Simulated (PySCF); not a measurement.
methyl radical (CH3), SMILES [CH3], multiplicity 2.

Geometry optimised at PBE-D3(BJ)/def2-TZVPD.

Level of theory: PBE-D3(BJ)/def2-TZVPD (PySCF 2.14.0).

Frequencies are harmonic and unscaled.

Modes within 1.5 cm⁻¹ of each other (mostly degenerate sets) share a row, with their intensities summed.

Computed vibrational spectrum:
| mode | ν (cm⁻¹) | IR (km/mol) | moving atoms (share of kinetic energy) |
|---|---|---|---|
| 1 | 527 | 71.6 | H 80 %, C 20 % |
| 2–3 | 1355 | 5.3 | H 91 %, C 9 % |
| 4 | 3050 | 0.0 | H 100 % |
| 5–6 | 3229 | 7.6 | H 89 %, C 11 % |
